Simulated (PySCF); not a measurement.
C₅H₇Cl, SMILES C(Cl)=C=C(C)C. Geometry: r2SCAN-D4/def2-SVP.

The numbers are results of PySCF with r2SCAN-D4/def2-SVP, not measurements.

Harmonic wavenumbers (cm⁻¹): 108, 111, 150, 191, 256, 324, 398, 512, 582, 727, 759, 790, 950, 962, 1026, 1071, 1206, 1221, 1367, 1379, 1384, 1440, 1442, 1458, 1483, 2053, 3020, 3024, 3100, 3101, 3163, 3163, 3188. Rotational constants (GHz): 6.525, 1.196, 1.106; symmetry number 1.

Task: Work out the zero-point energy and the ideal-gas rigid-rotor harmonic-oscillator thermochemistry at 298.15 K and 1 atm.

Result: ZPE = ½ Σ hcν = ½ × 45109 cm⁻¹ = 269.81 kJ/mol. H − E(el) = 292.12 kJ/mol. Entropy in J/(mol K): translation 166.50, rotation 117.20, vibration 74.49, total 358.19. G − E(el) = 185.33 kJ/mol. Cp = 115.10 J/(mol K). Modes under 150 cm⁻¹ make the vibrational entropy uncertain.
